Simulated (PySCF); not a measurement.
## Worked example: refractive index and permittivity of the vapour

Ga(F)(Et)(OH) (C2H6FGaO), SMILES [CH2](C)[Ga]([OH])[F].

The structure is a stationary point at PBE0-D3(BJ)/def2-SVP. The structure was generated by enumeration; whether it is a known compound was not checked. The values are those of a single conformer.

M06-2X/def2-TZVP (PySCF) gives a mean static polarisability of 50.9 bohr³ and a dipole moment of 4.29 D. Take an ideal gas at 298.15 K and 1 bar, whether or not the substance is that volatile.

### Question
Work out n − 1 in the optical limit and the static ε − 1.

### Answer

Polarisability volume α' = 50.9 × 0.148185 = 7.54 Å³. Number density N = p/kT = 2.43e-5 Å⁻³.
Dilute limit of Lorentz–Lorenz: n − 1 = 2π N α' = 0.0012.
Orientation term of Debye: μ²/(3kT) = 8.098 Å³ × μ²(D²) = 149.03 Å³.
ε − 1 = 4π N (α' + μ²/3kT) = 0.048. Orientation of the dipole supplies 95 % of the static response; it can't follow optical fields. Vibrational polarisation and dispersion are left out.
